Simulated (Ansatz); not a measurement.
```yaml
atoms:
  - { symbol: H, position_ang: [0.0000, 0.0000, -0.4109] }
  - { symbol: H, position_ang: [0.0000, 0.0000, 0.4109] }
```

Basis set: 6-31G* (spherical functions). All electrons are correlated. Charge 0, multiplicity 1.

Computed with Ansatz (development build ahead of 0.2.0); each method stands on the lowest determinant of its kind that the runs found. Restricted open shells among the atoms or ions are ROHF, correlated in semicanonical orbitals with singles.

(1) Give the atomization energy at this shape (free ground-state atoms in the same class of orbitals less the molecule, no zero-point energy) of singlet H2 by RHF-MP2, RHF.

Answers

(1)

| method | atomization energy |
| --- | --- |
| RHF-MP2 | 3.91 eV |
| RHF | 3.41 eV |

Caution: stretched shape with no unrestricted run beside it, a lower state can exist. Caution for RHF-MP2: bonds are stretched, where a single reference can fail.
